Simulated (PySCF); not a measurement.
Compound: C₃H₆AlBO₄.
Geometry (PBE0-D3(BJ)/def2-SVP, Å), atoms numbered from 1 in this order:
```xyz
15
C3H6AlBO4 angstrom
O      2.350    1.411    0.792
B      1.879    0.189    0.407
O      2.653   -0.926    0.252
C      0.358    0.057    0.124
C     -0.187   -1.178   -0.269
O     -1.402   -1.418   -0.530
Al    -2.826   -0.211   -0.487
O     -1.736    1.204    0.059
C     -0.487    1.175    0.258
H      3.293    1.462    0.968
H      3.591   -0.815    0.431
H      0.501   -2.035   -0.363
H     -3.323    0.060   -1.971
H     -3.808   -0.603    0.697
H     -0.029    2.129    0.570
```

Level: PBE0/pcSseg-1 and CAM-B3LYP/def2-SVPD in PySCF, non-relativistic, on one gas-phase PBE0-D3(BJ)/def2-SVP geometry that isn't relaxed in the solvent. The solvent is an IEF-PCM continuum (Bondi radii, 1.10 Å for H, scaled by 1.2). Only the electrostatic response of the medium enters.

Gas phase at PBE0/pcSseg-1: HOMO -7.22 eV, LUMO -2.15 eV, dipole 6.86 D.

**Question.** What does the continuum do to the energy, the frontier levels and the dipole at PBE0/pcSseg-1 in chloroform and dichloromethane?

**Answer.** 
```
        solvent      ε  E(solvent) − E(gas) (kcal/mol)  polarisation term (kcal/mol)  distortion of the solute (kcal/mol)  HOMO (eV)  LUMO (eV)  dipole (D)
     chloroform  4.711                           -8.60                         -9.40                                 0.80      -7.34      -2.09        7.92
dichloromethane   8.93                          -10.31                        -11.44                                 1.13      -7.35      -2.08        8.11
```

The first energy column is the sum of the next two and covers electrostatics alone. From chloroform to dichloromethane the lowering changes by a factor 1.20, Onsager's factor (ε − 1)/(2ε + 1) by 1.18 and ε itself by 1.9.

**Question.** Which radius a makes the point-dipole formula ΔE = −[(ε − 1)/(2ε + 1)]·μ²/a³ give the value in dichloromethane, with the gas-phase dipole?

**Answer.** μ = 2.698 au and |ΔE| = 0.01643 Eh give a = 3.02 Å; the farthest nucleus lies 3.97 Å from the centroid of the nuclei, so such a sphere wouldn't even hold the nuclei. The formula assumes a rigid point dipole at the centre of a sphere.

**Question.** Give the dipole vector in the frame of the coordinates (D, pointing from negative to positive charge), gas and dichloromethane.

**Answer.** Gas (6.71, 0.57, 1.28), solvent (7.94, 0.68, 1.52). Its length changes by +18 % and its direction by less than 1°.

**Question.** Which Hirshfeld charges (PBE0/pcSseg-1) respond most in chloroform (means over atoms taken as equivalent)?

**Answer.** 
```
  atoms                      environment  gas (e)  solvent (e)  change
H10/H11                hydroxyl hydrogen   +0.182       +0.196  +0.014
H13/H14                    Al–H hydrogen   -0.187       -0.198  -0.011
  O6/O8        oxygen bonded to Al and C   -0.188       -0.198  -0.010
  O1/O3               boron-bound oxygen   -0.251       -0.256  -0.005
    Al7  aluminium bonded to 2 O and 2 H   +0.423       +0.428  +0.005
H12/H15               hydrogen on carbon   +0.061       +0.065  +0.004
     C4  fully substituted alkene carbon   -0.148       -0.146  +0.002
  C5/C9      carbon bonded to C, O and H   +0.131       +0.134  +0.003
     B2           three-coordinate boron   +0.230       +0.232  +0.002
```

Gas phase at CAM-B3LYP/def2-SVPD: HOMO -8.53 eV, LUMO -1.17 eV, dipole 6.76 D.

**Question.** What does the continuum do to the energy, the frontier levels and the dipole at CAM-B3LYP/def2-SVPD in chloroform?

**Answer.** 
```tsv
solvent	ε	E(solvent) − E(gas) (kcal/mol)	polarisation term (kcal/mol)	distortion of the solute (kcal/mol)	HOMO (eV)	LUMO (eV)	dipole (D)
chloroform	4.711	-8.47	-9.40	0.93	-8.59	-1.06	7.93
```

The atom shares or the degeneracy of the HOMO differ from the gas phase in chloroform, so that column needn't follow one orbital.

**Question.** How does the static polarisability (CAM-B3LYP/def2-SVPD, frozen core, with the continuum's full static response) change?

**Answer.** 
```tsv
medium	isotropic (au)	principal values (au)	⟨r²⟩ of the electrons (bohr²)
gas	89.7	64.5, 90.1, 114.5	1592.5
chloroform	109.1	79.2, 115.8, 132.3	1592.4
```

The isotropic value in chloroform is 1.22 times the gas-phase one; no cavity-field correction is applied. ⟨r²⟩ is taken about the centre of nuclear charge.

Hardware: one thread, Arm Neoverse V1 (aarch64), shared host with 32 logical CPUs at a one-minute load of 11. Cost: 23 s of wall time, 1.2 GiB resident at most. This is the whole shielding run at PBE0/pcSseg-1 in dichloromethane, SCF included.
